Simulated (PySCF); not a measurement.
AlCl2H3O2Si, SMILES [OH][Al]([OH])[SiH](Cl)Cl. Atoms are numbered in the order given.

```xyz
9

Si    -0.8388    -0.4551    -0.1521
Cl    -1.5110    -0.0784     1.7939
Cl    -1.5289     1.0796    -1.4025
Al     1.5842    -0.3213    -0.1392
O      2.4405    -1.7519     0.1719
O      2.4213     1.1358    -0.3927
H     -1.5129    -1.7016    -0.6012
H      3.3953    -1.8414     0.2483
H      2.0499     1.9989    -0.5953
```

Geometry: B3LYP-D3(BJ)/def2-SVP. The structure was generated by enumeration; whether it is a known compound was not checked. Other conformers were not sampled.

All values below come from PBE0/pcSseg-1 run with PySCF.

GIAO shieldings, no solvent; atoms listed in one row are averaged. δ = σ(ref) − σ: ²⁹Si against TMS (σ = 352.7 ppm); ³⁵Cl against HCl (σ = 945.9 ppm); ¹⁷O against H2O (σ = 334.2 ppm); ¹H against TMS (σ = 31.56 ppm), references at their B3LYP-D3(BJ)/def2-TZVP geometries, non-relativistic (without spin–orbit terms, shifts of atoms bonded to Cl or Br come out too high).

```tsv
nucleus	atoms	count	δ (ppm)
²⁹Si	Si1	1	28.1
³⁵Cl	Cl3	1	64.2
³⁵Cl	Cl2	1	50.8
¹⁷O	O6	1	54.3
¹⁷O	O5	1	38.5
¹H	H7	1	6.38
¹H	H9	1	3.03
¹H	H8	1	2.47
```
